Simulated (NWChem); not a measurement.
Species: C4H6ClF; SMILES C[C@H]1C[C@]1(F)Cl

```xyz
12

C     -0.0695     2.2497     0.6912
C     -0.6840     0.9549     0.2340
C     -0.6086     0.5190    -1.2251
C      0.1833    -0.1784    -0.1839
F      1.5165     0.0133    -0.1787
Cl    -0.2204    -1.8216     0.2877
H     -0.7467     3.0944     0.4927
H      0.1367     2.2268     1.7720
H      0.8809     2.4429     0.1739
H     -1.5985     0.6555     0.7564
H     -0.0377     1.1544    -1.9091
H     -1.4634     0.0017    -1.6661
```
Atoms are numbered in this order, from 1.

All runs: NWChem. Pople sets run with spherical d functions. Structure relaxed at the PBE0/def2-SVP level. Ions are spin-unrestricted doublets at the neutral geometry; other ion states weren't tried.

Taking CAM-B3LYP/6-31+G* as the yardstick, which of these has the fewest basis functions while keeping “vertical ionisation energy, ΔSCF (eV)” within 0.1 eV of it: CAM-B3LYP/6-31G*; CAM-B3LYP/STO-3G; CAM-B3LYP/3-21G?

CAM-B3LYP/3-21G (a larger set in the list lies outside the tolerance).
```json
[
 {"level": "CAM-B3LYP/STO-3G", "basis functions": "40", "vertical ionisation energy, ΔSCF (eV)": "8.56", "relative time (rough)": "1"},
 {"level": "CAM-B3LYP/3-21G", "basis functions": "70", "vertical ionisation energy, ΔSCF (eV)": "10.18", "relative time (rough)": "3"},
 {"level": "CAM-B3LYP/6-31G*", "basis functions": "100", "vertical ionisation energy, ΔSCF (eV)": "9.99", "relative time (rough)": "7"},
 {"level": "CAM-B3LYP/6-31+G*", "basis functions": "124", "vertical ionisation energy, ΔSCF (eV)": "10.19", "relative time (rough)": "20"}
]
```

The yardstick is one finite set, not the basis-set limit.
